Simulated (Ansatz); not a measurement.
Input for Ansatz (a program for electronic structure): R-CCSD(T)/aug-cc-pVDZ on C3H4N2 (a complex).

Ansatz 0.2 input:
```yaml
crystal:
  periodic: [false, false, false]
  atoms:
    - {symbol: N, position_ang: [0.30354768, 1.69793685, 0.84836188]}
    - {symbol: N, position_ang: [0.31512451, 0.74417632, 0.31923992]}
    - {symbol: C, position_ang: [-0.07246815, -1.53934051, 3.21178979]}
    - {symbol: C, position_ang: [-0.08901531, -0.35105474, 3.73888572]}
    - {symbol: C, position_ang: [-0.10435326, 0.84120718, 4.25632195]}
    - {symbol: H, position_ang: [-0.98348436, -2.01586776, 2.86839807]}
    - {symbol: H, position_ang: [0.85296028, -2.09206034, 3.09772816]}
    - {symbol: H, position_ang: [0.00952165, 1.72363044, 3.63674187]}
    - {symbol: H, position_ang: [-0.23124782, 0.99190981, 5.32211713]}
basis:
  gaussian:
    orbitals: aug-cc-pVDZ
magnetization: {spin_polarized: false}
correlation: {method: ccsd_t, electrons: outside_noble_gas}
scf: {lower_state_search: off}
```

Output:

```
WARN ansatz: RAYON_NUM_THREADS=2 ignored (pool sized by the plan → 2); use --threads N
Functional definition: HF
these checks for a lower state are left out or cut short: stability, starts, cluster_reference, orbital_swaps, neighbouring_geometries, increment
integrals: 0.44 GiB planned
1514 factors; integrals over basis functions are off by at most 6.6e-4 eV
mean field: 0.53 GiB planned
mean field evaluation 1: about -6115.4556 eV, gradient 2.9e1 eV
mean field evaluation 2: about -6115.5026 eV, gradient 2.9e1 eV
mean field evaluation 4: about -6118.1021 eV, gradient 2.9e0 eV
mean field evaluation 8: about -6118.1373 eV, gradient 1.3e-1 eV
mean field -6118.13741943 eV, -224.8374031415 hartree, gradient 1.5e-6 eV, S^2 0.000000; 0 other end points of the search recorded, 0 dependent functions left out
5 core orbitals not correlated
reference -6118.13741943 eV, -224.8374031415 hartree; 13, 13 occupied and 133, 133 virtual orbitals, 1514 factors
second order -19.66640180 eV of doubles, -0.00000000 eV of singles
coupled cluster: 1.29 GiB planned
cycle   1  -19.84032078 eV  change   -1.7e-1 eV  update   1.1e-1
cycle   2  -20.48083508 eV  change   -6.4e-1 eV  update   3.5e-2
cycle   3  -20.62018465 eV  change   -1.4e-1 eV  update   1.6e-2
cycle   4  -20.62432854 eV  change   -4.1e-3 eV  update   4.5e-3
cycle   5  -20.62852269 eV  change   -4.2e-3 eV  update   1.5e-3
cycle   6  -20.62852245 eV  change    2.5e-7 eV  update   4.4e-4
cycle   7  -20.62861614 eV  change   -9.4e-5 eV  update   1.5e-4
cycle   8  -20.62869402 eV  change   -7.8e-5 eV  update   6.0e-5
cycle   9  -20.62868154 eV  change    1.2e-5 eV  update   2.2e-5
perturbative correction -0.86158062 eV, -0.0316625038 hartree
Total energy: -6139.62768159 eV, -225.6271557093 hartree
Checks for a lower state left out: stability, starts, cluster_reference, orbital_swaps, neighbouring_geometries, increment
```

The run converged.

Cost: roughly 50 core-seconds.
